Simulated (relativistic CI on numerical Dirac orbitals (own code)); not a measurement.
Method of calculation: Dirac-Coulomb-Breit CI, KLI orbitals optimised for each configuration, model QED, unscaled Slater integrals (own radial code, finite nucleus).

Configurations in the expansion (outside the closed core [Ne]): 3s2.3p6.3d6, 3s2.3p5.3d7, 3s2.3p6.3d5.4s, 3s2.3p4.3d8, 3s2.3p6.3d5.4p, 3s.3p6.3d7, 3s2.3p6.3d4.4s2, 3s2.3p6.3d5.4d, 3s2.3p6.3d4.4s.4p, 3s2.3p6.3d4.4p2, 3s2.3p6.3d5.5s, 3s2.3p6.3d5.4f, 3p6.3d8, 3s2.3p6.3d4.4s.4d, 3s2.3p6.3d5.5p, 3s2.3p6.3d5.5d, 3s2.3p6.3d4.4p.4d, 3s2.3p6.3d5.6s, 3s2.3p6.3d5.5f, 3s2.3p6.3d5.5g, 3s2.3p6.3d5.6p, 3s2.3p5.3d6.4s, 3s2.3p6.3d5.6d, 3s2.3p6.3d4.4d2, 3s2.3p5.3d5.4s2, 3s.3p5.3d8, 3s2.3p4.3d7.4s, 3s.3p6.3d5.4s2, 3s.3p6.3d6.4s, 3s2.3p5.3d6.5s, 3s.3p6.3d6.4p, 3s.3p6.3d6.5s. Levels of other configurations are missing.

At this charge configurations can still be misplaced by up to about 7 % of their energy. Terms inside the open d or f shell come out 10 to 20 % too wide with unscaled integrals.

Outline of the computed level scheme of Ga VIII. Lowest level of each configuration: 3s2.3p6.3d6 5D_4 at 0.0000 eV; 3s2.3p6.3d5.4s 7S_3 at 55.6938 eV.
